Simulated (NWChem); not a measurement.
System: Si2NH5ClF; SMILES N[Si@@](F)([SiH3])Cl

NWChem input:

```
start job
memory heap 200 mb stack 900 mb global 1100 mb
geometry units angstroms noautosym nocenter noautoz
  N      1.377796     0.399043     1.325506
  Si     0.320667     0.117976     0.019605
  F      1.013106     0.351674    -1.436993
  Si    -0.558977    -2.041790     0.035785
  Cl    -1.169868     1.541181     0.147036
  H      1.574390     1.339041     1.651939
  H      2.123327    -0.249814     1.550483
  H     -1.411556    -2.220472     1.248492
  H     -1.378659    -2.268710    -1.190672
  H      0.554540    -3.040253     0.073546
end
basis spherical
  N library pcsseg-1
  Si library pcsseg-1
  F library pcsseg-1
  Cl library pcsseg-1
  H library pcsseg-1
end
dft
  xc xpbe96 cpbe96
  iterations 150
end
property
  shielding
end
task dft property
```

Output (shortened):

```
             Northwest Computational Chemistry Package (NWChem) 7.3.0
             --------------------------------------------------------

                             Geometry "geometry" -> ""
                             -------------------------

 Output coordinates in angstroms (scale by  1.889725989 to convert to a.u.)

  No.       Tag          Charge          X              Y              Z
 ---- ---------------- ---------- -------------- -------------- --------------
    1 N                    7.0000     1.37779600     0.39904300     1.32550600
    2 Si                  14.0000     0.32066700     0.11797600     0.01960500
    3 F                    9.0000     1.01310600     0.35167400    -1.43699300
    4 Si                  14.0000    -0.55897700    -2.04179000     0.03578500
    5 Cl                  17.0000    -1.16986800     1.54118100     0.14703600
    6 H                    1.0000     1.57439000     1.33904100     1.65193900
    7 H                    1.0000     2.12332700    -0.24981400     1.55048300
    8 H                    1.0000    -1.41155600    -2.22047200     1.24849200
    9 H                    1.0000    -1.37865900    -2.26871000    -1.19067200
   10 H                    1.0000     0.55454000    -3.04025300     0.07354600

 Effective nuclear repulsion energy (a.u.)     369.4560984746

  pbe96 is a nonlocal functional; adding pw91lda local functional.
                              NWChem Property Module
                              ----------------------

  itol2e modified to match energy
  convergence criterion.

                                 NWChem DFT Module
                                 -----------------

 Summary of "ao basis" -> "ao basis" (spherical)
 ------------------------------------------------------------------------------
       Tag                 Description            Shells   Functions and Types
 ---------------- ------------------------------  ------  ---------------------
 N                          pcsseg-1                 7       17   3s3p1d
 Si                         pcsseg-1                10       24   4s5p1d
 F                          pcsseg-1                 7       17   3s3p1d
 Cl                         pcsseg-1                10       24   4s5p1d
 H                          pcsseg-1                 3        5   2s1p

  itol2e modified to match energy
  convergence criterion.

            General Information
            -------------------
          SCF calculation type: DFT
          Wavefunction type:  closed shell.
          No. of atoms     :    10
          No. of electrons :    66
           Alpha electrons :    33
            Beta electrons :    33
          Charge           :     0
          Spin multiplicity:     1
          Use of symmetry is: off; symmetry adaption is: off
          Maximum number of iterations: 150
          AO basis - number of functions:   131
                     number of shells:    59
          Convergence on energy requested:  1.00D-07
          Convergence on density requested:  1.00D-05
          Convergence on gradient requested:  5.00D-04

              XC Information
              --------------
          PerdewBurkeErnzerhof Exchange Functional  1.000
            Perdew 1991 LDA Correlation Functional  1.000 local
           PerdewBurkeErnz. Correlation Functional  1.000 non-local

[...]

          -----------------------------------------
          Chemical Shielding Tensors (GIAO, in ppm)
          -----------------------------------------

                                NWChem CPHF Module
                                ------------------

  scftype          =     RHF
  nclosed          =       33
  nopen            =        0
  variables        =     3234
  # of vectors     =        3
  tolerance        = 0.10D-03
  level shift      = 0.00D+00
  max iterations   =       50
  max subspace     =       30

 SCF residual:    7.3761148304556543E-005

Iterative solution of linear equations
  No. of variables     3234
  No. of equations        3
  Maximum subspace       30
        Iterations       50
       Convergence  1.0D-04

   iter   nsub   residual    time
   ----  ------  --------  ---------
     1      3    1.87D-05      76.8

      Atom:    1  N
        Diamagnetic
    320.2310     -2.5020     16.1075
     -2.5020    320.8453      5.2352
     16.1075      5.2352    317.1854

        Paramagnetic
    -90.4920     17.9305      9.7365
     17.9305   -136.8490     10.5032
      9.7365     10.5032   -106.8579

        Total Shielding Tensor
    229.7389     15.4285     25.8441
     15.4285    183.9963     15.7384
     25.8441     15.7384    210.3275

           isotropic =     208.0209
          anisotropy =      69.4597

          Principal Components and Axis System
                 1           2           3
              254.3274    193.3838    176.3516

      1         0.7740     -0.6260     -0.0952
      2         0.2951      0.2237      0.9289
      3         0.5602      0.7471     -0.3579

      Atom:    2  Si
        Diamagnetic
    881.0308     -2.6546     -0.2888
     -2.6546    882.0696      0.2676
     -0.2888      0.2676    880.4503

        Paramagnetic
   -533.8330     16.7873      0.8269
     16.7873   -554.5126      3.4724
      0.8269      3.4724   -560.2924

        Total Shielding Tensor
    347.1978     14.1327      0.5381
     14.1327    327.5570      3.7400
      0.5381      3.7400    320.1579

           isotropic =     331.6376
          anisotropy =      34.6378

          Principal Components and Axis System
                 1           2           3
              354.7295    323.1512    317.0320

      1         0.8817     -0.3750      0.2863
      2         0.4674      0.6116     -0.6384
      3         0.0643      0.6967      0.7145

      Atom:    3  F
        Diamagnetic
    470.6908      0.9666    -11.3595
      0.9666    465.1890     -3.1322
    -11.3595     -3.1322    486.9811

        Paramagnetic
   -229.4534      6.1300     -6.9976
      6.1300   -268.6769    -32.1297
     -6.9976    -32.1297   -207.6277

        Total Shielding Tensor
    241.2374      7.0966    -18.3571
      7.0966    196.5121    -35.2619
    -18.3571    -35.2619    279.3534

           isotropic =     239.0343
          anisotropy =      89.9946

          Principal Components and Axis System
                 1           2           3
              299.0307    234.5387    183.5335

      1        -0.3223      0.9466     -0.0059
      2        -0.3278     -0.1057      0.9388
      3         0.8881      0.3045      0.3444

      Atom:    4  Si
        Diamagnetic
    880.0355      2.0532      0.0663
      2.0532    886.3702      0.0474
      0.0663      0.0474    878.7662

        Paramagnetic
   -437.6129      1.6097     -2.1419
      1.6097   -432.2114      1.7954
     -2.1419      1.7954   -423.5801

        Total Shielding Tensor
    442.4225      3.6629     -2.0756
      3.6629    454.1587      1.8428
     -2.0756      1.8428    455.1861

           isotropic =     450.5891
          anisotropy =       9.0435

          Principal Components and Axis System
                 1           2           3
              456.6182    454.2187    440.9306

      1         0.0578      0.3291      0.9425
      2         0.6524      0.7022     -0.2852
      3         0.7557     -0.6314      0.1741

      Atom:    5  Cl
        Diamagnetic
   1150.4188     -5.0487     -0.1483
     -5.0487   1150.8410      0.4432
     -0.1483      0.4432   1145.0894

        Paramagnetic
   -331.8354   -133.7604    -51.6977
   -133.7604   -242.4761     -4.7667
    -51.6977     -4.7667   -335.0349

        Total Shielding Tensor
    818.5834   -138.8090    -51.8460
   -138.8090    908.3649     -4.3235
    -51.8460     -4.3235    810.0545

           isotropic =     845.6676
          anisotropy =     251.1135

          Principal Components and Axis System
                 1           2           3
             1013.0766    824.5868    699.3395

      1        -0.5993     -0.2288      0.7671
      2         0.7888     -0.3319      0.5173
      3         0.1362      0.9151      0.3794

      Atom:    6  H
        Diamagnetic
     26.3380      3.8791      5.9474
      3.8791     38.5501      7.7515
      5.9474      7.7515     26.7062

        Paramagnetic
      0.3106     -0.2372     -2.3142
     -0.2372     -4.1753     -2.0572
     -2.3142     -2.0572      0.7412

        Total Shielding Tensor
     26.6486      3.6420      3.6332
      3.6420     34.3748      5.6943
      3.6332      5.6943     27.4474

           isotropic =      29.4903
          anisotropy =      15.0216

          Principal Components and Axis System
                 1           2           3
               39.5047     25.7965     23.1696

      1         0.3625      0.7121     -0.6012
      2         0.7958     -0.5723     -0.1980
      3         0.4851      0.4066      0.7742

      Atom:    7  H
        Diamagnetic
     35.9155     -8.4973      7.8865
     -8.4973     30.8978     -2.2897
      7.8865     -2.2897     25.6613

        Paramagnetic
     -2.0062      2.5513     -2.7968
      2.5513     -2.1396      0.3231
     -2.7968      0.3231      0.9180

        Total Shielding Tensor
     33.9092     -5.9461      5.0897
     -5.9461     28.7582     -1.9666
      5.0897     -1.9666     26.5793

[...]
```

Level: PBE/pcSseg-1, GIAO. Structure relaxed at the PBE0/def2-SVP level. The printed shielding anisotropy is the first printed principal value minus the mean of the other two.
